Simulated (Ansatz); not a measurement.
System: bromo selenohypobromite, SeBr2 (charge 0, singlet). 
Structure (B3LYP-D3(BJ)/def2-TZVP (Ansatz, an electronic-structure program) minimum search):
```xyz
3

Se     0.0255    -0.0112     0.9792
Br     0.8055    -1.6280    -0.5156
Br    -0.8303     1.6388    -0.4356
```

Property: vertical triplet-singlet gap (E(triplet) - E(singlet); each state is the SCF solution reached for its spin), in kcal/mol. Cores are frozen in the correlated levels unless marked. UHF or UKS for open shells. No spin-orbit coupling. The frozen core is the preceding noble-gas configuration, with the filled d and f shells of earlier blocks. No relativistic terms. Basis-set limits of correlation are two-point, X^-3; Hartree-Fock from the larger set. The bracket is a focal-point correction in the basis named.

```tsv
level	program	vertical triplet-singlet gap (kcal/mol)	minus last row
HF/aug-cc-pVTZ	Ansatz	40.6	-5.1
SVWN5/def2-TZVPD	Ansatz	36.0	-9.7
r2SCAN/def2-TZVPD	Ansatz	35.5	-10.2
B3LYP/def2-TZVPD	Ansatz	38.6	-7.1
MP2/aug-cc-pVDZ	Ansatz	43.4	-2.3
SCS-MP2/aug-cc-pVDZ	Ansatz	45.9	0.2
CCSD/aug-cc-pVDZ	Ansatz	42.8	-2.9
CCSD(T)/aug-cc-pVDZ	Ansatz	41.7	-4.0
CCSD(T)/aug-cc-pVTZ	Ansatz	44.6	-1.1
RI-MP2/CBS(aug-cc-pVTZ,aug-cc-pVQZ)+[CCSD(T)-MP2]/aug-cc-pVTZ	Ansatz	45.7	0.0
```
